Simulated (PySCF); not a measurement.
Predicted microwave data (PBE0-D3(BJ)/def2-SVP geometry optimisation, gas phase (PySCF 2.14.0)) for one isomer of C5H11BO3:

```
Rotational constants : A = 3553, B = 851.7, C = 776.6 MHz
Dipole components    : |μa| = 0.84 D, |μb| = 0.17 D, |μc| = 0.21 D
Inertial defect      : -84.85 u·Å²
κ                    : -0.95
```

Problem. Which structure is it? (One computed conformer of each.)
A. `[CH3:1][CH:2]([CH3:3])[O:4][B:5]1[O:6][CH2:7][CH2:8][O:9]1` with C1–C2–O4–B5 154°, C2–O4–B5–O6 -2°
B. `[CH3:1][O:2][C@H:3]1[CH2:4][C@@H:5]([B:6]([OH:7])[OH:8])[CH2:9]1` with C1–O2–C3–C4 73°, C4–C5–B6–O7 -37°, C5–B6–O7–H 180°, C5–B6–O8–H -1°, O2–C3–C4–C5 138°, C3–C4–C5–B6 -143°, C4–C5–C9–C3 19°, O2–C3–C9–C5 -142°
C. `[CH3:1][O:2][C@H:3]1[CH2:4][C@H:5]([B:6]([OH:7])[OH:8])[CH2:9]1` with C1–O2–C3–C4 -179°, C4–C5–B6–O7 -115°, C5–B6–O7–H 180°, C5–B6–O8–H -1°, O2–C3–C4–C5 143°, C3–C4–C5–B6 97°, C4–C5–C9–C3 20°, O2–C3–C9–C5 -139°
D. `[CH3:1][CH:2]([CH3:3])[C@H:4]1[CH2:5][O:6][B:7]([OH:8])[O:9]1` with C1–C2–C4–C5 61°, O6–B7–O8–H 2°, C2–C4–C5–O6 139°, C4–C5–O6–B7 -14°, C5–O6–B7–O8 -174°, O6–B7–O9–C4 6°

Solution. C. It is CO[C@H]1C[C@H](B(O)O)C1, a near-prolate asymmetric top, point group C1. The candidates at the same level (rigid rotor, commonest isotopes):

```tsv
SMILES	A (MHz)	B (MHz)	C (MHz)	μa (D)	μb (D)	μc (D)	Δ (u·Å²)	point group	rotor
CO[C@H]1C[C@@H](B(O)O)C1	3930	773.0	699.2	0.04	0.48	0.74	-59.53	C1	near-prolate asymmetric top
CC(C)[C@H]1COB(O)O1	3390	1043	832.3	1.00	1.93	0.09	-26.50	C1	asymmetric top
CC(C)OB1OCCO1	3901	918.4	835.6	1.12	1.72	0.58	-75.07	C1	near-prolate asymmetric top
CO[C@H]1C[C@H](B(O)O)C1	3553	851.7	776.6	0.84	0.17	0.21	-84.85	C1	near-prolate asymmetric top
```

`CO[C@H]1C[C@@H](B(O)O)C1` has A 11 % too high; `CC(C)[C@H]1COB(O)O1` has B 22 % too high; `CC(C)OB1OCCO1` has A 10 % too high. No structure here is proved a minimum.
